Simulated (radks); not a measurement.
Species: Cu13+. Configuration: [Ne] 3s2 3p4 (the NIST ground configuration). Calculated with a radial shooting solver on a logarithmic mesh with Libxc functionals: non-relativistic Kohn-Sham, TPSS, spin-polarised, spherical densities, point nucleus; open shells are filled with parallel spins first; meta-GGA in the generalised Kohn-Sham scheme. Some entries of the table are withheld. Estimate them.

orbital  occ.  eigenvalue (eV)  <r> (bohr)  <r^2> (bohr^2)
1s up       1        -9184.477     0.05288        0.003748
1s down     1        -9182.737     0.05288        0.003747
2s up       1        -1462.317         (1)         0.06603
2s down     1        -1461.277         (2)         0.06594
2p up       3              (3)      0.2063         0.05202
2p down     3              (4)      0.2063         0.05199
3s up       1        -466.0208         (5)          0.4437
3s down     1        -459.1618         (6)          0.4471
3p up       3        -424.1051      0.6182          0.4399
3p down     1        -417.4266      0.6206          0.4437

Answer. 
(1) 2s up <r> (bohr): 0.2369
(2) 2s down <r> (bohr): 0.2368
(3) 2p up eigenvalue (eV): -1334.090
(4) 2p down eigenvalue (eV): -1332.254
(5) 3s up <r> (bohr): 0.6249
(6) 3s down <r> (bohr): 0.6272
